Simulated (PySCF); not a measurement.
# PSbSbSb tetrahedron in a uniform electric field

Species: PSbSbSb tetrahedron, Sb3P.
Geometry (PBE0-D3(BJ)/def2-SVP, Å), atoms numbered from 1 in this order:
```xyz
4
Sb3P angstrom
P     -1.2898    0.2995   -0.6210
Sb    -0.2860   -1.0638    1.2945
Sb     0.7013    1.4448    0.5021
Sb     0.9578   -0.7710   -1.2061
```

Level: wB97X-D/def2-SVPD (PySCF); nuclei fixed, core orbitals frozen in the response. Permanent dipole (1.084, -0.266, 0.506) D (1 au = 2.5417 D). Static polarisability (au):

```
x   139.84   6.02 -11.48
y     6.02 162.92   2.82
z   -11.48   2.82 158.93
```

Only the terms in μ and α are kept: μ(F) = μ + αF and ΔE = −μ·F − ½ F·αF.

(1) What do fields of 0.154 V/Å (0.003 au) along the six axis directions do?

(2) For the field (-0.0003, 0.0024, 0.0009) au, what is the induced dipole, and what angle does it make with the field?

(3) At what field along the permanent dipole would the induced dipole along it equal the permanent one, in this linear picture?

(4) What field makes μF equal to kT at 400 K?

(5) Induction energy −ᾱe²/2R⁴ of a unit charge at 11 Å, the molecule taken as a point?

## Answers

(1) 
| field along | induced x (D) | induced y (D) | induced z (D) | total size (D) | −μ·F (kJ/mol) | −½F·αF (kJ/mol) |
| --- | --- | --- | --- | --- | --- | --- |
| +x | 1.066 | 0.046 | -0.088 | 2.202 | -3.359 | -1.652 |
| −x | -1.066 | -0.046 | 0.088 | 0.671 | +3.359 | -1.652 |
| +y | 0.046 | 1.242 | 0.022 | 1.584 | +0.824 | -1.925 |
| −y | -0.046 | -1.242 | -0.022 | 1.894 | -0.824 | -1.925 |
| +z | -0.088 | 0.022 | 1.212 | 2.001 | -1.568 | -1.878 |
| −z | 0.088 | -0.022 | -1.212 | 1.398 | +1.568 | -1.878 |

(2) αF = (-0.096, 0.996, 0.390) D, at 1.7° to the field. The polarisability along this direction, F·αF/F², is 163.58 au, against a mean of 153.90 au.

(3) The polarisability along the dipole is 132.98 au, so F = 0.4821 au / 132.98 au = 0.0036 au = 0.19 V/Å; higher-order terms are ignored.

(4) kT = 1.2667 × 10⁻³ Eh, so F = 0.00263 au = 13.5 MV/cm.

(5) R = 20.79 bohr, so the energy is −153.9/(2 × 20.79⁴) Eh = -1.08 kJ/mol. The charge–dipole term at its most favourable orientation, −μe/R², is -2.93 kJ/mol.

Geometry: PBE0-D3(BJ)/def2-SVP; no solvent, vibrations or thermal averaging. Atoms past krypton carry effective core potentials; spin–orbit coupling is left out.

The run behind these numbers computed excited states and ΔSCF ions as well. The run took 55 s of wall time (grids of density and orbitals included) on one thread, Arm Neoverse V1 (aarch64), no GPU, shared host, and the process peaked at 0.59 GiB of memory.

wB97X-D is run here without its empirical dispersion term; that term would change no orbital, density or response property at a fixed geometry.
